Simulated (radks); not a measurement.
Values are calculated unless marked as measured or tabulated.
These are the eigenvalues of the occupied orbitals of an atom or ion with whole-number occupations (hartree). Code: a radial shooting solver on a logarithmic mesh with Libxc functionals. Model: scalar-relativistic Kohn-Sham, PBE, spin-unpolarised, spherical densities, point nucleus.

1s: -1424.367
2s: -226.9188
2p: -203.3960
3s: -48.66236
3p: -41.15162
3d: -30.36684
4s: -9.98442
4p: -7.54931
4d: -4.03014
5s: -1.76963
5p: -1.18305
4f: -0.43498

Which element is it, and in what charge state? The configuration may be excited.

Answer. Z = 57, lanthanum, charge +2: La2+ in [Xe] 4f1. The list shows which subshells hold electrons but not how many an open one holds; the 1s level, -1424.4 hartree, gives Z - s = 53.4 by -(Z - s)^2/2, which with screening and relativity narrows Z to a few neighbours, and the depths of the outer levels then fix element, charge and occupations together.
